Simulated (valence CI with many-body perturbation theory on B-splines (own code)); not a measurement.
**Ho17+: magnetic and hyperfine properties of the levels**

Computed by relativistic CI+MBPT: four valence electrons over a frozen Dirac-Fock core [Kr] 4d10, a basis of 7 s, 7 p, 7 d, 7 f, 4 g, 2 h functions for each j, with the one-electron correlation potential Σ1, the two-electron term Σ2, the three-electron term Σ3, Breit, model QED; selected CI, second order for the rest, scaled by the run's own slope (own B-spline code, finite nucleus).

No measured spectrum was set against this ion. As an estimate, terms of the open shell hold to a few per cent of their energy, and close levels can change places.

A/g_I is the dipole constant over the nuclear g factor μ/I (μ in nuclear magnetons, uniformly magnetised nucleus), B/Q the quadrupole constant per barn. Both hold the static response of the core; the bare values leave it out. Large factors of s and p1/2 electrons are usually good to 5 to 10 %; those of open d and f shells near neutrality can be off by tens of per cent, and small factors of p3/2, d and f electrons come from cancelling terms and can be off by a factor of two or in sign, in half-filled shells by more. B is blank for J = 1/2, where it vanishes, and for nearly pure S terms. Energies count from the lowest level. Levels with J = 0 are left out.

Names give the largest LS component (configuration and term), which can be under half, so a name can repeat, a term be missing and a line seem to break the LS rules; names also repeat where a configuration has a term twice. Letters in brackets count levels of one name in rising energy.

```tsv
Level	E (cm⁻¹)	g	A/g_I (MHz)	A/g_I bare	B/Q (MHz/b)	B/Q bare
4f⁴ ⁵I_4	0.0	0.613	2500	2110	-1020	-850
4f⁴ ⁵I_5	5226	0.903	1700	1650	-924	-783
4f⁴ ⁵I_6	10457	1.067	1250	1410	-891	-770
4f⁴ ⁵I_7	15509	1.166	1000	1290	-885	-779
4f⁴ ⁵I_8	20340	1.231	857	1230	-900	-805
4f⁴ ⁵F_1	26410	0.054	4600	3650	358	301
4f⁴ ⁵F_2	26800	1.019	1680	1850	799	676
4f⁴ ⁵F_3	30137	1.219	912	1280	337	274
4f⁴ ⁵F_4 [a]	31111	1.137	1230	1520	-1160	-990
4f⁴ ⁵S_2	31799	1.871	-984	158	-72.7	-77.8
4f⁴ ³K_6 [a]	34400	0.865	1810	1730	302	270
4f⁴ ⁵G_2	35875	0.426	3080	2460	-458	-376
4f⁴ ⁵F_5	36739	1.323	547	1020	214	145
4f⁴ ⁵F_4 [b]	36809	1.124	1080	1310	607	511
4f⁴ ⁵G_3	37299	0.887	1850	1810	94.8	95.9
4f⁴ ³K_7 [a]	37351	0.979	1520	1580	1020	854
4f⁴ ³K_8 [a]	40987	1.051	1340	1490	1690	1390
4f⁴ ³H_5 [a]	43659	1.184	872	1160	351	282
4f⁴ ⁵G_4	44459	1.059	1310	1470	-219	-180
4f⁴ ³G_3 [a]	46341	0.829	1880	1740	-1030	-870
4f⁴ ³D_2 [a]	46868	1.184	975	1290	821	703
4f⁴ ⁵G_5	50164	1.173	999	1300	-399	-343
4f⁴ ³L_7	50190	0.926	1560	1530	1090	937
4f⁴ ³P_1 [a]	50265	1.022	1730	1920	-57.5	-54.2
4f⁴ ⁵G_6	51063	1.260	668	1050	-533	-487
4f⁴ ³M_8	52603	0.968	1480	1510	2550	2140
4f⁴ ³L_8	52750	1.025	1360	1470	1670	1410
4f⁴ ³L_9	53537	1.067	1270	1440	3130	2610
4f⁴ ¹D_2 [a]	53713	1.015	1180	1220	-480	-420
4f⁴ ³D_3 [a]	54593	1.278	483	859	859	719
4f⁴ ³F_4 [a]	54704	1.121	1110	1340	-1210	-1020
4f⁴ ³H_6 [a]	55808	1.210	913	1260	-636	-553
4f⁴ ³G_4 [a]	57373	1.120	1030	1240	-816	-701
4f⁴ ³I_5 [a]	57692	0.902	1630	1570	504	413
4f⁴ ³F_2 [a]	60438	0.713	2660	2490	699	606
4f⁴ ³P_1 [b]	61976	1.047	1650	1870	234	204
4f⁴ ³I_6 [a]	62801	1.042	1300	1430	149	120
4f⁴ ³G_5 [a]	63040	1.139	1020	1260	-525	-456
```
